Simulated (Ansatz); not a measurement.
Molecule: tetramethylgermane, C4H12Ge, charge 0, multiplicity 1. 
Coordinates optimised at B3LYP-D3(BJ)/def2-TZVP (Ansatz, a quantum-chemistry and plane-wave program):
```
Ge
C 1 1.9704
H 2 1.0908 1 110.56
H 2 1.0908 3 108.36 1 -121.32
H 2 1.0908 3 108.36 4 -117.37
C 1 1.9704 2 109.47 3 -180.00
H 6 1.0908 1 110.56 2 60.00
H 6 1.0908 7 108.36 1 -121.32
H 6 1.0908 7 108.36 8 -117.37
C 1 1.9704 2 109.47 3 -60.00
H 10 1.0908 1 110.56 2 60.00
H 10 1.0908 11 108.36 1 121.32
H 10 1.0908 11 108.36 12 117.37
C 1 1.9704 2 109.47 3 60.00
H 14 1.0908 1 110.56 2 -60.00
H 14 1.0908 15 108.36 1 -121.32
H 14 1.0908 15 108.36 16 -117.37
```

Total electronic energies in hartree. Valence correlation only, unless marked. No spin-orbit coupling. Frozen are the shells of the preceding noble gas and the d and f shells that filled before the atom's block. No relativistic terms. CBS marks a two-point X^-3 extrapolation of the correlation energy; Hartree-Fock from the larger set. The bracket is a focal-point correction in the basis named.

| level | program | energy (Eh) |
|---|---|---|
| HF/cc-pVDZ | Ansatz | -2233.82144 |
| HF/cc-pVQZ | Ansatz | -2233.96155 |
| RI-HF/cc-pVQZ | Ansatz | -2233.96149 |
| SVWN5/def2-TZVPD | Ansatz | ___ |
| BLYP-D4/def2-TZVPD | Ansatz + dftd4 | -2236.70892 |
| revPBE-D4/def2-TZVPD | Ansatz + dftd4 | ___ |
| PBE0/def2-QZVPP | Ansatz | -2236.33284 |
| LC-wPBE/def2-TZVPD | Ansatz | -2236.37865 |
| wB97X/def2-TZVPD | Ansatz | -2236.74589 |
| RI-MP2/cc-pVQZ | Ansatz | -2234.85797 |
| SCS-MP2/STO-3G | Ansatz | -2208.71987 |
| CCSD/aug-cc-pVTZ | Ansatz | -2234.87149 |
| CCSD(T)/aug-cc-pVTZ | Ansatz | -2234.90763 |
| RI-MP2/CBS(cc-pVTZ,cc-pVQZ)+[CCSD(T)-MP2]/cc-pVTZ | Ansatz | -2234.9954 |
| CCSD(T)/CBS(cc-pVTZ,cc-pVQZ) | Ansatz | -2234.9836 |

Problem. Complete the blanks.

Solution. 
- SVWN5/def2-TZVPD, energy (Eh): -2232.04760
- revPBE-D4/def2-TZVPD, energy (Eh): -2236.56224
